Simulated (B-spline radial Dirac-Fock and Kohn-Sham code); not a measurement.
## Ta⁵⁺ 5p3/2: cross section and angular parameters

System: the Ta⁵⁺ ion, configuration [Xe] 4f14; threshold 100.1 eV (orbital energy of the model). These are calculated numbers from a radial B-spline solver; the model is Dirac-Hartree-Slater photoionisation with a Latter tail; cross sections with all multipoles, angular parameters from the dipole term and its interference with E2.

For linearly polarised light dσ/dΩ = σ/(4π) [1 + β P₂(cos θ) + (δ + γ cos²θ) sin θ cos φ], with θ from the polarisation vector and φ the angle between the beam and the projection of the electron momentum on the plane normal to the polarisation.

| hν (eV) | σ (kb) | β | γ | δ |
| --- | --- | --- | --- | --- |
| 136 | 228 | -0.264 | 0.162 | -0.020 |
| 150 | 199 | -0.307 | 0.065 | -0.005 |
| 153 | 194 | -0.306 | 0.048 | -0.002 |
| 164 | 178 | -0.279 | -0.004 | 0.008 |
| 169 | 172 | -0.257 | -0.022 | 0.012 |
| 300 | ? | ? | ? | ? |
| 400 | 67.6 | 0.851 | 0.155 | 0.033 |
| 408 | 66.1 | 0.871 | 0.163 | 0.032 |
| 800 | 28.6 | 1.389 | 0.272 | 0.008 |
| 882 | 24.9 | 1.439 | 0.258 | 0.005 |
| 1000 | 20.7 | 1.497 | 0.231 | 0.003 |
| 1020 | 20.1 | 1.505 | 0.226 | 0.002 |
| 1140 | 17.1 | 1.549 | 0.194 | 0.001 |
| 2150 | 6.03 | 1.710 | -0.011 | 0.000 |
| 2984.4 | 3.29 | 1.745 | -0.041 | 0.003 |
| 3540 | 2.36 | 1.754 | -0.015 | 0.005 |
| 3700 | 2.16 | 1.755 | -0.003 | 0.006 |
| 4120 | 1.73 | 1.755 | 0.036 | 0.007 |
| 4150 | 1.71 | 1.755 | 0.039 | 0.007 |
| 4220 | 1.65 | 1.755 | 0.046 | 0.007 |
| 4260 | 1.62 | 1.755 | 0.051 | 0.007 |
| 8047.8 | 0.397 | 1.703 | 0.589 | 0.018 |
| 8340 | 0.365 | 1.698 | 0.632 | 0.019 |
| 9130 | 0.294 | 1.683 | 0.746 | 0.022 |
| 10300 | 0.220 | 1.661 | 0.910 | 0.026 |
| 10900 | 0.191 | 1.650 | 0.991 | 0.028 |

Problem. Give the values at 300 eV.

Solution. σ = 93.7 kb, β = 0.521, γ = 0.028, δ = 0.040.
